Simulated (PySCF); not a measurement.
C2H7Si, SMILES C[SiH2][CH2], multiplicity 2. Geometry optimised at r2SCAN-D4/def2-SVP. The isomer is the one that the SMILES or the coordinates give; other isomers of the formula were not compared.

Computed equilibrium geometry at r2SCAN-D4/def2-SVP (PySCF confirms it by a frequency run) as a Z-matrix:
```
Si
H 1 1.4993
H 1 1.5028 2 106.26
C 1 1.8535 2 109.48 3 -118.77
H 4 1.0966 1 122.82 2 42.70
H 4 1.0969 5 114.28 1 -177.87
C 1 1.8795 2 110.46 3 118.47
H 7 1.1015 1 111.14 2 -59.01
H 7 1.1017 8 107.95 1 -121.99
H 7 1.1020 8 107.79 9 -116.38
```
Charge 0, spin multiplicity 2.
